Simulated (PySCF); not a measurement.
SnC⁺ at HSE06

Level: HSE06. PySCF, scalar-relativistic core potentials, basis sets Sn cc-pVDZ-PP with ECP28, C cc-pVDZ.

```
state                                                                                                             : ⁴Σ⁻ (quartet), unpaired electrons σ ↑, π ↑↑
bond length                                                                                                       : 212.8 pm
harmonic wavenumber                                                                                               : 591 cm⁻¹
force constant                                                                                                    : 2.24 mdyn/Å
rotational constant Be                                                                                            : 0.3411 cm⁻¹
anharmonicity ωexe                                                                                                : 3.03 cm⁻¹
vibration–rotation constant αe                                                                                    : 0.00243 cm⁻¹
well depth De to Sn⁺ + C                                                                                          : 2.76 eV
dissociation energy D0                                                                                            : 2.73 eV
bond order (Mayer)                                                                                                : 1.44
dipole moment (positive dipole points towards C; it is taken about the centre of mass and depends on that origin) : -0.80 D
```

These are scalar-relativistic numbers at best; spin–orbit coupling would shift them, the dissociation energy most. For an ion De counts to the pair picked by the measured ionisation energies or electron affinities, which need not be the lowest pair at this level. The state was picked by a PBE0 search and need not be the measured ground state.
